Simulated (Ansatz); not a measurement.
TiH₄⁺. The state is a doublet with charge 1. Geometry B3LYP-D4/def2-TZVP, that of the neutral singlet; atoms count from 1.

```xyz
5

Ti    0.000    0.000    0.000
H     0.586   -1.546    0.372
H    -0.143    0.160   -1.681
H     1.076    1.169    0.589
H    -1.519    0.217    0.719
```

Question: Estimate the Mulliken populations from the PBE0/def2-TZVP orbitals of Ansatz.

Answer: 
| atom | charge (e) | spin (α − β) | d electrons |
| --- | --- | --- | --- |
| Ti1 | 0.58 | 0.15 | 2.14 |
| H2 | 0.11 | 0.21 | – |
| H3 | 0.11 | 0.21 | – |
| H4 | 0.11 | 0.21 | – |
| H5 | 0.11 | 0.21 | – |
Mulliken values depend strongly on the basis.

Question: Where does the spin sit?

Answer: Summed by element: Ti 0.15, H 0.85, of 1 unpaired in all. Largest on single atoms: H5 0.21, H4 0.21, H2 0.21.
